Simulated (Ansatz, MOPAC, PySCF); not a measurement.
Process, species as SMILES: SB(S)S [borotrithioic acid] + H+ -> SB(S)[SH2+] (at S, the best of the heteroatom sites tried; carbon was not tried)

Property: proton affinity (enthalpy at 298 K), in kcal/mol. Positive where the reaction releases energy. Conventions: dispersion terms only where a functional's name holds one; non-relativistic; no spin-orbit coupling; six Cartesian d functions in 6-31G* and its kin unless marked 5d; valence correlation only; LANL2DZ with its own core potentials from Na on. Basis-set limits of correlation are two-point, X^-3; Hartree-Fock from the larger set. First-principles rows: single points at B3LYP-D3(BJ) geometries (Ansatz, a program for electronic structure), with unscaled harmonic terms from B3LYP/6-31G* (Ansatz) at its own minima. Semi-empirical rows: MOPAC heats of formation at their own minima for 298 K, the proton's as measured.

Coupled cluster (Ansatz) is a level with limits of its own, used here on species with T1 under 0.025 (0.045 for open shells) and stable references: CCSD(T)/CBS(cc-pV(T+d)Z,cc-pV(Q+d)Z).

Value to compare with, CCSD(T)/CBS(cc-pV(T+d)Z,cc-pV(Q+d)Z) (Ansatz): 178.1 kcal/mol.

| level | program | proton affinity (enthalpy at 298 K) (kcal/mol) | difference |
|---|---|---|---|
| PM3 | MOPAC | 196.4 | 18.3 |
| PM6 | MOPAC | 193.6 | 15.5 |
| HF/3-21G | Ansatz | 156.7 | -21.4 |
| BP86/def2-SVP | PySCF | 181.1 | 3.0 |
| BP86/6-31G* (5d) | PySCF | 178.5 | 0.4 |
| B3LYP/6-31G* | Ansatz | 177.8 | -0.3 |
| MP2/LANL2DZ | Ansatz | 164.5 | -13.6 |
| r2SCAN-D4/def2-TZVPD | Ansatz + dftd4 | 180.0 | 1.9 |
| wB97M-V/def2-TZVPD | Ansatz | 176.4 | -1.7 |

Among the 7 habitual levels, HF/3-21G lies farthest from CCSD(T)/CBS(cc-pV(T+d)Z,cc-pV(Q+d)Z) (Ansatz) (-21.4 kcal/mol); 4 of 7 lie above it, and their mean absolute difference is 10.4 kcal/mol, the median 13.6. One case shows no general order.

The levels are drawn from those run, B3LYP/6-31G* more often than the rest, none by its result; left out are runs that failed, that the program found above a lower state of the same kind, or whose <S^2> lies over 0.5 above the pure value.
